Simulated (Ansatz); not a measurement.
`CN(C)[SiH](N)F` + `NC(O)O` → `CNC(O)O` + `CN[SiH](N)F`  (substitution at a C–N bond)

Computed with Ansatz on PBE0-D4/def2-TZVP structures; ΔE is electronic, products minus reactants. CCSD(T)/CBS is the MP2 limit (def2-TZVPP, def2-QZVPP) plus CCSD(T) − MP2 in def2-TZVPP, frozen cores. Functionals use def2-TZVPP. B3LYP here is the variant with VWN-RPA as its local correlation; programs differ in this. One conformer a species, not always the lowest.

`CN(C)[SiH](N)F`:

Z-matrix (Å, degrees):
```
C
N 1 1.443
H 1 1.098 2 110.8
H 1 1.092 2 110.5 3 -119.6
H 1 1.099 2 111.9 3 120.1
C 2 1.444 1 113.6 3 -59.7
Si 2 1.697 1 122.2 3 132.2
H 6 1.091 2 110.2 1 179.5
H 6 1.098 2 111.7 1 -60.1
H 6 1.098 2 110.8 1 59.8
N 7 1.701 2 109.3 1 -151.9
F 7 1.606 2 115.7 1 92.5
H 7 1.482 2 105.9 1 -23.1
H 11 1.006 7 120.7 2 -151.9
H 11 1.005 7 121.9 2 55.1
```

`NC(O)O`:

```xyz
9

N    -0.218    1.121   -0.271
C    -0.153   -0.283    0.002
O     0.291   -0.376    1.325
O     0.705   -0.903   -0.899
H    -0.651    1.614    0.498
H    -0.741    1.296   -1.118
H    -1.106   -0.823   -0.114
H     0.387   -1.310    1.528
H     1.485   -0.336   -0.950
```

`CNC(O)O`:

Z-matrix (Å, degrees):
```
C
N 1 1.454
H 1 1.091 2 108.9
H 1 1.095 2 113.7 3 121.9
H 1 1.090 2 109.1 3 -117.6
C 2 1.421 1 115.9 3 172.2
H 2 1.011 1 111.6 3 -61.0
O 6 1.398 2 112.3 1 48.3
O 6 1.404 2 111.1 1 -70.4
H 6 1.102 2 107.1 1 169.2
H 8 0.962 6 107.6 2 -157.7
H 9 0.962 6 106.9 2 -48.9
```

`CN[SiH](N)F`:

Cartesian coordinates in Å:
```
C -0.606 0.653 -1.717
N -0.328 0.613 -0.298
Si 0.614 -0.548 0.495
N 0.177 -0.547 2.138
F 2.196 -0.282 0.528
H -1.657 0.889 -1.910
H -0.407 -0.327 -2.155
H 0.012 1.383 -2.251
H -0.525 1.474 0.188
H 0.473 -1.799 -0.290
H 0.831 -0.842 2.843
H -0.778 -0.668 2.428
```

```json
{"level": "PBE0-D4", "ΔE (eV)": "0.11"}
{"level": "B3LYP-D4", "ΔE (eV)": "0.10"}
{"level": "HF/def2-TZVPP", "ΔE (eV)": "0.01"}
{"level": "MP2/def2-TZVPP", "ΔE (eV)": "0.12"}
{"level": "SCS-MP2/def2-TZVPP", "ΔE (eV)": "0.10"}
{"level": "CCSD(T)/def2-TZVPP", "ΔE (eV)": "0.10"}
{"level": "SCS-MP2/def2-QZVPP", "ΔE (eV)": "0.09"}
{"level": "HF/CBS(def2)", "ΔE (eV)": "0.01"}
```

Q: What does CCSD(T)/CBS give? (Best estimate.)

A: Computed: +0.09 eV. The listed levels differ from it by 0.02, 0.01, -0.08, 0.03, 0.01, 0.01, 0.00, -0.08 eV.

Largest T1 diagnostic among the species: 0.011.

In def2-TZVPP, CCSD(T) changes the Hartree–Fock value by +0.09 eV (the triples alone add +0.02 eV) and MP2 by +0.11 eV. The D4 term adds +0.04 eV with B3LYP and +0.02 eV with PBE0; it sums over pairs of atoms, weighted by their polarisabilities, and B3LYP, whose exchange is more repulsive, gets the larger term.
